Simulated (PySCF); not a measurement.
## Spinor energies of Lu⁻ (lutetium, charge -1)

Start: [Xe] 4f14 5d2 6s2; 5d3/2 filled at m_j = +1/2, +3/2. Calculated with PySCF 2.14 in x2c-SVPall-2c with one added diffuse shell each of s, p, d type (8s11p10d2f1g, 114 functions): generalised Hartree-Fock with the X2C-1e Hamiltonian and a Gaussian nucleus; one run each with spin-orbit coupling (SO) switched off, then screened by Boettger's factors.

```tsv
spinor shell	electrons	ε, spin-free (eV)	ε, screened SO (eV)	weight of nominal j (screened SO)	rms radius, screened SO (bohr)
1s1/2	2	-63643.9	-63624.6	1.000	0.0219
2s1/2	2	-10967.2	-10959.4	1.000	0.0885
2p1/2	2	-9648.5	-10441.2	1.000	0.0754
3s1/2	2	-2542.3	-2538.0	1.000	0.227
3p1/2	2	-2139.4	-2308.8	1.000	0.218
3p3/2	4	-2139.4	-2064.6	1.000	0.232
3d3/2	4	-1651.3	-1679.4	1.000	0.206
3d5/2	6	-1651.3	-1626.7	1.000	0.210
4s1/2	2	-534.06	-530.88	1.000	0.509
4p1/2	2	-399.31	-436.10	1.000	0.520
4p3/2	4	-399.31	-380.00	1.000	0.552
4d3/2	4	-220.20	-223.63	1.000	0.584
4d5/2	6	-220.20	-213.04	1.000	0.597
5s1/2	2	-71.586	-68.722	1.000	1.27
5p1/2	2	-37.095	-39.939	0.993	1.43
5p3/2	4	-37.095	-32.067	0.997	1.55
4f5/2	6	-20.493	-18.511	1.000	0.800
4f7/2	8	-20.493	-16.915	1.000	0.807
6s1/2	2	-4.001	-1.826	0.997	4.83
5d3/2	2	-1.096	0.415	0.789	6.70
```

Problem. Where does 2p3/2 lie, and what is the 2p spin-orbit splitting (screened SO)?

Solution. At -9317.6 eV, 1123.5 eV above 2p1/2.

```csv
quantity,spin-free,screened SO
E (hartree),-14551.72789,-14566.04590
M_J,2,2
⟨J²⟩,12.126,8.850
⟨L²⟩,16.073,13.547
⟨S²⟩,2.054,2.116
```

The configuration of this anion was assumed by filling the next shell in order. It is not the known or likely ground configuration (Ca⁻, Sr⁻ and Ba⁻, for instance, bind a p electron), so these values are not the electron affinity of the element. At GHF the highest occupied level has a positive energy, so only the finite basis holds that electron. The determinant has a definite M_J but mixes levels of different J.

Each row is a mean over spinors that exchange with the open shell spreads, by up to 1.561 eV (5d3/2).

Rows whose weight is well below 1 are mixtures of j = l ± 1/2: exchange outweighs spin-orbit coupling there, and the label is only the starting occupation.

Breit and QED terms are absent; they matter most for the inner s and p1/2 levels.

Densities and radii are taken from the X2C orbitals without a picture-change correction, which distorts them close to the nucleus.

Without spin-orbit coupling the j labels of p, d and f shells carry no meaning; the spin-free column gives the mean over the occupied spinors of each nl shell, and its ⟨J²⟩ belongs to a mixture of degenerate components.
